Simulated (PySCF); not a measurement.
SMILES CO[SiH2]CC(C)C (C5H14OSi), GFN2-xTB optimised geometry.

```
21

C      0.68    -2.42     1.95
O      0.46    -1.17     1.38
Si     1.29    -0.46     0.18
C      0.46     1.23     0.00
C     -1.07     1.23     0.00
C     -1.62     0.47    -1.20
C     -1.60     2.66     0.00
H     -0.07    -2.57     2.73
H      0.58    -3.21     1.20
H      1.68    -2.48     2.39
H      2.71    -0.32     0.53
H      1.23    -1.28    -1.04
H      0.82     1.69    -0.92
H      0.80     1.87     0.81
H     -1.41     0.73     0.91
H     -1.31    -0.57    -1.17
H     -2.71     0.50    -1.21
H     -1.26     0.91    -2.13
H     -2.69     2.67     0.02
H     -1.24     3.21     0.87
H     -1.27     3.19    -0.89
```

Density from CAM-B3LYP/def2-SVP (PySCF) at that geometry.

Minimum of the electron density along straight lines between bonded atoms, close to the bond critical point (lines longer than 1.1 times the sum of covalent radii, or with two minima, are not listed):

| bond | length / Å | ρ at the minimum / e bohr⁻³ | ∇²ρ there / e bohr⁻⁵ | position (fraction from the first atom) |
|---|---|---|---|---|
| C1–O2 | 1.394 | 0.260 | -0.31 | 0.34 |
| O2–Si3 | 1.623 | 0.130 | 1.10 | 0.59 |
| Si3–C4 | 1.894 | 0.116 | 0.31 | 0.38 |
| C4–C5 | 1.530 | 0.242 | -0.55 | 0.51 |
| C5–C6 | 1.525 | 0.248 | -0.58 | 0.50 |
| C5–C7 | 1.528 | 0.246 | -0.57 | 0.50 |
| C1–H8 | 1.091 | 0.284 | -1.10 | 0.64 |
| C1–H9 | 1.093 | 0.282 | -1.08 | 0.64 |
| C1–H10 | 1.093 | 0.282 | -1.08 | 0.64 |
| Si3–H11 | 1.470 | 0.117 | 0.33 | 0.49 |
| Si3–H12 | 1.470 | 0.117 | 0.33 | 0.49 |
| C4–H13 | 1.091 | 0.271 | -0.95 | 0.62 |
| C4–H14 | 1.092 | 0.271 | -0.96 | 0.62 |
| C5–H15 | 1.095 | 0.278 | -1.03 | 0.63 |
| C6–H16 | 1.087 | 0.277 | -1.02 | 0.63 |
| C6–H17 | 1.088 | 0.276 | -1.02 | 0.63 |
| C6–H18 | 1.089 | 0.276 | -1.01 | 0.62 |
| C7–H19 | 1.088 | 0.276 | -1.02 | 0.63 |
| C7–H20 | 1.088 | 0.276 | -1.02 | 0.63 |
| C7–H21 | 1.089 | 0.276 | -1.01 | 0.62 |
